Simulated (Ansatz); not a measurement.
Two members of one family (Cyclo-(X2SnO)n), computed with Ansatz in the gas phase; def2 core potentials for Sn, no spin–orbit coupling. Binding counts from free atoms in the multiplicity of their measured ground term, without zero-point energy. The structures are stationary points that may keep the symmetry of their start.

First: cyclo-(F2SnO)3 (singlet, charge 0, PBE-D4/def2-SVP geometry).

```xyz
12

Sn    1.185    0.717    1.448
F     2.029    2.453    1.542
F     1.722   -0.253    3.030
O     1.808   -0.186   -0.214
Sn    0.659   -1.429   -1.263
F     1.412   -1.620   -3.029
F     0.648   -3.183   -0.446
O    -1.211   -0.761   -1.391
Sn   -1.882    0.695   -0.213
F    -1.858    2.368   -1.189
F    -3.714    0.335    0.275
O    -0.800    0.864    1.449
```

```csv
level,HOMO (eV),LUMO (eV),gap (eV),binding per atom (eV)
PBE-D4/def2-SVP,-8.77,-5.50,3.27,3.89
PBE-D4/def2-TZVP,-9.06,-5.73,3.32,3.97
r2SCAN-D4/def2-TZVP,-9.53,-5.63,3.90,3.82
PBE0-D4/def2-SVP,-10.71,-4.81,5.90,3.58
PBE0-D4/def2-TZVP,-10.86,-4.94,5.92,3.69
```

Second: cyclo-(Cl2SnO)3 (singlet, charge 0, PBE-D4/def2-SVP geometry).

```tsv
atom	x (Å)	y (Å)	z (Å)
Sn1	-0.358	-2.012	0.308
Cl2	1.203	-3.696	-0.129
Cl3	-2.348	-2.922	1.131
O4	0.395	-0.789	1.685
Sn5	0.797	1.153	1.520
Cl6	-0.447	2.308	3.127
Cl7	3.086	1.474	1.859
O8	0.314	1.855	-0.278
Sn9	-0.447	0.862	-1.825
Cl10	1.057	0.992	-3.610
Cl11	-2.495	1.832	-2.398
O12	-0.756	-1.056	-1.390
```

Question: Estimate how these quantities change from the first to the second (second minus first).

Answer: 
```csv
level,Δ HOMO (eV),Δ LUMO (eV),Δ gap (eV),Δ binding per atom (eV)
PBE-D4/def2-SVP,0.80,0.63,-0.18,-0.52
PBE-D4/def2-TZVP,0.87,0.73,-0.14,-0.55
r2SCAN-D4/def2-TZVP,0.91,0.71,-0.20,-0.49
PBE0-D4/def2-SVP,1.09,0.64,-0.45,-0.39
PBE0-D4/def2-TZVP,1.10,0.72,-0.39,-0.43
```
